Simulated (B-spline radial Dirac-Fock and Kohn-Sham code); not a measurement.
**Photoionisation of lutetium ions at Cr Kα (5414.7 eV)**

Level of theory: a relativistic central-field model (Hartree-Slater potential of the initial state, Latter tail, multipole expansion of the photon field, Dirac-Fock thresholds); a B-spline atomic structure program. Cross sections in kb; a dash marks an empty subshell or a threshold above the photon energy.

```
 ion      configuration  total    3s  3d5/2  4p1/2  4f7/2  5p3/2
  Lu  [Xe] 4f14 5d1 6s2  116.3  10.3   25.4   3.20  0.403  0.737
Lu³⁺          [Xe] 4f14  116.2  10.3   25.4   3.20  0.404  0.775
Lu⁵⁺          [Xe] 4f12  116.7  10.3   25.4   3.22  0.386  0.930
```

Values without a named source are computed, but for edge energies of neutral atoms, which are taken from tables.
